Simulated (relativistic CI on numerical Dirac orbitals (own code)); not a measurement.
Calculated at this level of theory: Dirac-Coulomb-Breit CI, separate exchange-only KLI orbitals for each configuration, QED by a radiative potential, unscaled Slater integrals (own radial code, finite nucleus).

The strongest absorption lines from the ground level of an ion, among the configurations computed and to levels below about 2540 eV (vacuum wavelength in Å, gf): 4.8898 (0.25), 6.3061 (0.49), 6.3235 (0.25), 6.3437 (0.21), 6.3808 (0.11), 6.4600 (1.4), 74.195 (0.14), 79.361 (0.14).

Problem. Which ion is it?
A. Se²⁷⁺
B. Se³¹⁺
C. Se²⁹⁺
D. Rb³²⁺

Solution. C. Se²⁹⁺ has 5 electrons and the ground level 2s²2p ²P°1/2; the strongest line goes to 2s²3d ²D3/2. The pattern of lines fixes the number of electrons, and along that sequence the line energies rise steadily with the charge (about as its square where n changes within one kind of shell, about linearly where n is kept but much faster in heavy ions where fine structure, which grows about as Z⁴, sets the gap, and irregularly where shells cross), which fixes Z. Configurations outside the model, such as inner-shell arrays, can give stronger lines. At this charge energies of transitions that change n are usually good to better than 1 %, and those within a shell (Δn = 0) to a few per cent.

LS names give the leading component of a level, which can be under half, so a name can repeat, a term be missing and a line seem to break the LS rules.
